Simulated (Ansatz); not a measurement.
`BO[SiH2][GeH3]` and `BO[SiH2]C#C` differ in one atom or group.

Ansatz, PBE0-D4/def2-TZVP geometries, multiplicity 1. Each molecule was computed in one conformer, which needn't be the lowest.

Scalar relativity is left out up to krypton.

| property | `BO[SiH2][GeH3]` |
| --- | --- |
| HOMO energy (B3LYP/def2-TZVPP) / eV | -7.86 |
| HOMO–LUMO gap (ωB97M-V/def2-TZVPP) / eV | 11.32 |
| HOMO energy (ωB97M-V/def2-TZVPP) / eV | -10.17 |
| HOMO–LUMO gap (PBE0/def2-TZVPP) / eV | 7.35 |
| LUMO energy (ωB97M-V/def2-TZVPP) / eV | 1.16 |
| size of the dipole moment (ωB97M-V/def2-TZVPP) / D | 0.79 |

Problem. What does the change do to each property? (Best estimate.)

Solution. Computed: 
```json
{"property": "HOMO energy (B3LYP/def2-TZVPP) / eV", "`BO[SiH2]C#C`": "-8.24", "shift": "-0.38"}
{"property": "HOMO–LUMO gap (ωB97M-V/def2-TZVPP) / eV", "`BO[SiH2]C#C`": "11.86", "shift": "0.54"}
{"property": "HOMO energy (ωB97M-V/def2-TZVPP) / eV", "`BO[SiH2]C#C`": "-10.73", "shift": "-0.56"}
{"property": "HOMO–LUMO gap (PBE0/def2-TZVPP) / eV", "`BO[SiH2]C#C`": "7.68", "shift": "0.33"}
{"property": "LUMO energy (ωB97M-V/def2-TZVPP) / eV", "`BO[SiH2]C#C`": "1.13", "shift": "-0.03"}
{"property": "size of the dipole moment (ωB97M-V/def2-TZVPP) / D", "`BO[SiH2]C#C`": "1.30", "shift": "0.51"}
```

With PBE0 the HOMO falls by 0.40 eV and the LUMO falls by 0.08 eV, so the gap widens by about 0.32 eV. PBE moves the HOMO by -0.23 eV and ωB97M-V by -0.56 eV. Dipoles are sizes alone; their direction can turn.

B3LYP here is the variant with VWN-RPA as its local correlation; programs differ in this.
